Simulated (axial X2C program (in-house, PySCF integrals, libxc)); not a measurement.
**Ionising FeBr**

Calculated with an in-house relativistic program for diatomic molecules, spin-free (one-electron X2C) or two-component (2c: spin–orbit coupling with atomic mean-field Coulomb and Gaunt terms, which also bring small scalar terms), in Dyall basis sets with cores contracted in-house; open shells are unrestricted.

Basis sets: Br dyall-cv3z, Fe dyall-cv3z. Frozen shells (counts by l): FeBr Br 3s2p1d, Fe 3s2p, 15 electrons correlated; FeBr⁺ Br 3s2p1d, Fe 3s2p, 14 electrons correlated. Coupled cluster in natural virtuals with an MP2 remainder. Where the outer core of a metal is frozen, bonds come out longer and ionisation energies lower.

```json
{"Hamiltonian": "spin-free", "level": "HF", "FeBr state": "M_S = 5/2, Λ = 2", "Re (Å)": "2.408", "ωe (cm⁻¹)": "286.0", "De (eV)": "2.59"}
{"Hamiltonian": "spin-free", "level": "PBE0", "FeBr state": "M_S = 5/2, Λ = 2", "Re (Å)": "2.323", "ωe (cm⁻¹)": "298.8", "De (eV)": "2.99"}
{"Hamiltonian": "spin-free", "level": "MP2", "FeBr state": "M_S = 5/2, Λ = 2", "Re (Å)": "2.342", "ωe (cm⁻¹)": "300.4", "De (eV)": "3.05"}
{"Hamiltonian": "spin-free", "level": "CCSD", "FeBr state": "M_S = 5/2, Λ = 2", "Re (Å)": "2.346", "ωe (cm⁻¹)": "298.8", "De (eV)": "2.75"}
{"Hamiltonian": "spin-free", "level": "CCSD(T)", "FeBr state": "M_S = 5/2, Λ = 2", "Re (Å)": "2.342", "ωe (cm⁻¹)": "299.2", "De (eV)": "2.75"}
{"Hamiltonian": "2c", "level": "PBE0", "FeBr state": "Ω = 9/2", "Re (Å)": "2.324", "ωe (cm⁻¹)": "298.2", "De (eV)": "n/a"}
```

Adiabatic ionisation energy (minimum to minimum, no zero-point term) and constants of FeBr⁺:

```csv
Hamiltonian,level,FeBr⁺ state,IE (eV),Re (Å),ωe (cm⁻¹),De (eV),fragments
spin-free,HF,"M_S = 2, Λ = 2",7.77,2.279,354.3,1.24,Br + Fe+
spin-free,PBE0,"M_S = 2, Λ = 2",7.80,2.182,378.0,2.82,Br + Fe+
spin-free,MP2,"M_S = 2, Λ = 2",7.93,2.213,369.8,2.57,Br + Fe+
spin-free,CCSD,"M_S = 2, Λ = 2",7.90,2.213,368.4,2.52,Br + Fe+
spin-free,CCSD(T),"M_S = 2, Λ = 2",7.87,2.209,368.6,2.63,Br + Fe+
2c,PBE0,Ω = 4,7.80,2.184,376.8,n/a,Br + Fe+
```

Q: Add the zero-point terms to the ionisation energy at PBE0, 2c, and say whether the electron removed was bonding.

A: IE0 = IE + (ωe⁺ − ωe)/2 = 7.80 + (0.005) = 7.80 eV. Re changes by -0.140 Å, so the bond shortens, as on loss of an antibonding or a polarising non-bonding electron.

Each entry is the lowest single determinant of a limited PBE0 search at one distance. De goes to single-determinant-based atoms at the same level (for ions the charge split of lowest energy) and is withheld (n/a) where an atom does not fit its ground term or J level. Main or longest-lived isotopes. One determinant is a doubtful description, or other states lie close, for FeBr, FeBr⁺; these need not be ground states, and all values refer to the states named. Some open-shell Ω = 0 determinants are out of reach, so the Ω given for FeBr⁺ need not be the lowest component. With several unpaired electrons the Ω given is that of one determinant, not necessarily of the lowest component. The functionals have no current term, which raises determinants with orbital currents.
